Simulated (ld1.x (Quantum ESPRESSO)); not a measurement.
# Transferability test, TM potential for dysprosium

```json
{"Element": "dysprosium", "Generator": "ld1.x (Quantum ESPRESSO) 7.5", "Type": "norm-conserving Troullier–Martins (Kleinman–Bylander form)", "Functional": "PBE", "Relativity": "fully relativistic", "Frozen core": "[Xe]", "Valence charge": "12", "Reference configuration": "4f10 5d0 6s1.5 6p0 (charge +0.5)", "Partial waves": "6s (bound): rc 3.10 bohr; 5d (bound, empty): rc 3.35 bohr; 4f (bound): rc 1.45 bohr; 6p (bound, empty): rc 4.56 bohr", "Local potential": "the p channel", "Core correction": "none"}
```

Open shells are filled in proportion to 2j + 1 (rel_dist='average').

Energies are relative to the spin-unpolarised reference configuration 4f10 5d0 6s1.5 6p0; without spin polarisation the order of configurations can differ from experiment. Not all tests gave a result: 1 of 7 tests not solved or not reliable. Left out of the table: 4f11 5d0 6s0 6p0 (solver errors, printed error -1473 eV). The p channel is local and has no spin–orbit splitting in the pseudo-atom.

Question: Give the all-electron excitation energy and the error of the potential for: 4f10 5d0 6s2 6p0; 4f10 5d0 6s1 6p0; 4f10 5d0 6s0 6p0; 4f8 5d0 6s0 6p0; 4f9 5d0 6s2 6p0; 4f10 5d0 6s0 6p2.

Answer:

```json
{"valence configuration": "4f10 5d0 6s2 6p0", "charge": "0", "ΔE all-electron (eV)": "-2.482", "error AE − PS (meV)": "+3.1"}
{"valence configuration": "4f10 5d0 6s1 6p0", "charge": "+1", "ΔE all-electron (eV)": "3.757", "error AE − PS (meV)": "+11"}
{"valence configuration": "4f10 5d0 6s0 6p0", "charge": "+2", "ΔE all-electron (eV)": "15.425", "error AE − PS (meV)": "+264"}
{"valence configuration": "4f8 5d0 6s0 6p0", "charge": "+4", "ΔE all-electron (eV)": "85.587", "error AE − PS (meV)": "-8241"}
{"valence configuration": "4f9 5d0 6s2 6p0", "charge": "+1", "ΔE all-electron (eV)": "7.668", "error AE − PS (meV)": "-1742"}
{"valence configuration": "4f10 5d0 6s0 6p2", "charge": "0", "ΔE all-electron (eV)": "3.000", "error AE − PS (meV)": "+29"}
```

Levels in the configuration 4f10 5d0 6s1 6p0:

```
   level  all-electron (eV)  pseudo (eV)
4f j=5/2            -10.021      -10.001
4f j=7/2             -9.142       -9.124
6s j=1/2             -8.843       -8.787
```

These tests converged, but a pseudo level misses the all-electron one widely, so the file describes the atom poorly there or has found another state: 4f8 5d0 6s0 6p0: 4f by 8.5 eV (a node warning on the way); 4f9 5d0 6s2 6p0: 4f by 3.4 eV.
